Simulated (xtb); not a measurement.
Cl2H4OSi2, SMILES [SiH](Cl)(O[SiH3])Cl. All values are semi-empirical tight-binding results from xtb (GFN2-xTB unless named), good for trends rather than for accurate numbers. Geometry optimised at GFN2-xTB. Other conformers were not sampled.

Optimised geometry:

```xyz
9

Si    -2.3654    -0.7596     0.4976
O     -0.8440    -0.2116     0.7391
Si     0.6554     0.2586     0.4129
Cl     0.5899     1.8699    -0.7729
Cl     1.6238    -1.2341    -0.5042
H     -2.2451    -2.0841    -0.1049
H     -3.0219     0.1943    -0.3915
H     -2.9155    -0.7774     1.8477
H      1.2424     0.5647     1.6998
```

Computed properties:
```json
{
  "orbital_gap": "6.00 eV",
  "dipole_moment": "2.17 D",
  "zero_point_energy": "25.0 kcal/mol",
  "G − E(el) at 298.15 K (modified RRHO)": "3.2 kcal/mol",
  "static polarisability (D4 model)": "90.8 bohr³",
  "solvation energy, GFN2-xTB/ALPB(water)": "0.8 kcal/mol",
  "solvation energy, GFN2-xTB/ALPB(methanol)": "-2.8 kcal/mol"
}
```

Computed atomic charges and the Wiberg bond orders between heavy atoms:
charges (e) Si1 0.53, O2 -0.44, Si3 0.58, Cl4 -0.20, Cl5 -0.20, H6 -0.08, H7 -0.08, H8 -0.07, H9 -0.03. Bond orders Si1–O2 0.99, O2–Si3 1.16, Si3–Cl4 1.11, Si3–Cl5 1.11.
